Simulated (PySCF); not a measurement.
From computed data to an observable: chemical shift, span and skew from a shielding tensor

C6H10, SMILES CC=C=CCC. Atoms are numbered in the order given.

```xyz
16

C      2.5397    -0.7401     1.1022
C      1.8462     0.4688     0.5475
C      0.5539     0.5789     0.3534
C     -0.7371     0.6837     0.1510
C     -1.4529     0.2955    -1.1145
C     -2.4815    -0.8074    -0.8921
H      1.8253    -1.5431     1.3300
H      3.0860    -0.4904     2.0267
H      3.2828    -1.1303     0.3872
H      2.4780     1.3299     0.2877
H     -1.3607     1.0701     0.9705
H     -1.9586     1.1885    -1.5236
H     -0.7137    -0.0172    -1.8684
H     -2.0001    -1.7278    -0.5274
H     -3.0159    -1.0482    -1.8238
H     -3.2330    -0.5085    -0.1439
```
Charge 0, spin multiplicity 1.

The structure is a stationary point at PBE0-D3(BJ)/def2-SVP. The structure was generated by enumeration; whether it is a known compound was not checked. Other conformers were not sampled.

GIAO shieldings from PBE/pcSseg-1 run with PySCF, non-relativistic, no solvent. The symmetric part of the tensor of C1 has the principal values 152.6, 153.5, 178.6 ppm. The same nucleus in TMS has σ = 182.0 ppm at this level (PySCF, at its B3LYP-D3(BJ)/def2-TZVP geometry).

### Question
Work out the isotropic shielding, the ¹³C shift against TMS, the span and the skew.

### Answer

σ(iso) = (σ11 + σ22 + σ33)/3 = 161.6 ppm. δ = σ(ref) − σ(iso) = 182.0 − (161.6) = 20.4 ppm.
Span Ω = σ33 − σ11 = 26.0 ppm. Skew κ = 3(σ(iso) − σ22)/Ω = 0.93. Tumbling in solution averages the tensor to δ; in a static solid the shielding alone would spread this spin-1/2 line over Ω.
